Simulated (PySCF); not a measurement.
Ionisation energy along the 35-electron series

Calculated with PySCF 2.14 and a two-component X2C-1e Hamiltonian (Gaussian nucleus, no Breit or QED terms), each ion in its own even-tempered basis scaled to its charge; GMP2 freezes [Ne] and drops the highest virtual spinors. Values in eV. NIST values: (m) measured, (s) semi-empirical, (t) theoretical.

```csv
ion,configuration,GHF (screened spin-orbit),GMP2 (screened spin-orbit),NIST
Pr²⁴⁺,[Ar] 3d10 4s2 4p5,837.16,838.48,840 ± 4 (t)
Nd²⁵⁺,[Ar] 3d10 4s2 4p5,893.82,895.15,896 ± 4 (t)
Pm²⁶⁺,[Ar] 3d10 4s2 4p5,952.41,953.75,956 ± 4 (t)
```

Between Z = 59 and Z = 61 the GMP2 (screened spin-orbit) value grows as Z to the power 3.86.
